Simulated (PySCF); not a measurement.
CH6O2Si3, SMILES O=C1O[SiH2][Si@H]1[SiH3].

Geometry: B3LYP-D3(BJ)/def2-SVP. The structure was generated by enumeration; whether it is a known compound was not checked.

These are TDDFT-PBE/def2-SVPD run with PySCF values and carry that method's errors.

Vertical excitations. Gas-phase values at a fixed geometry.

Computed lowest excited states:
```tsv
state	energy (eV)	λ (nm)	f	main pairs
S1	4.32	287	0.003	HOMO→LUMO 98 %
S2	4.64	267	0.025	HOMO→LUMO+1 93 %
S3	5.05	245	0.021	HOMO−1→LUMO 51 %, HOMO→LUMO+2 43 %
S4	5.18	239	0.041	HOMO→LUMO+2 43 %, HOMO−1→LUMO 41 %, HOMO→LUMO+3 7 %
S5	5.45	227	0.017	HOMO→LUMO+3 90 %
S6	5.67	219	0.060	HOMO→LUMO+4 48 %, HOMO−1→LUMO+1 38 %
S7	5.70	217	0.040	HOMO→LUMO+4 41 %, HOMO−1→LUMO+1 30 %, HOMO→LUMO+5 16 %, HOMO−1→LUMO+2 8 %
S8	5.81	213	0.042	HOMO→LUMO+5 79 %
S9	5.85	212	0.052	HOMO−1→LUMO+2 81 %
S10	6.06	205	0.001	HOMO−2→LUMO+1 98 %
T1	3.79	327	0	HOMO→LUMO 99 %
T2	4.24	292	0	HOMO→LUMO+1 97 %
T3	4.60	270	0	HOMO→LUMO+2 97 %
T4	4.71	263	0	HOMO−1→LUMO 98 %
```
Triplets are in the Tamm–Dancoff approximation, which puts them higher than full response would, so one can lie above its singlet here.
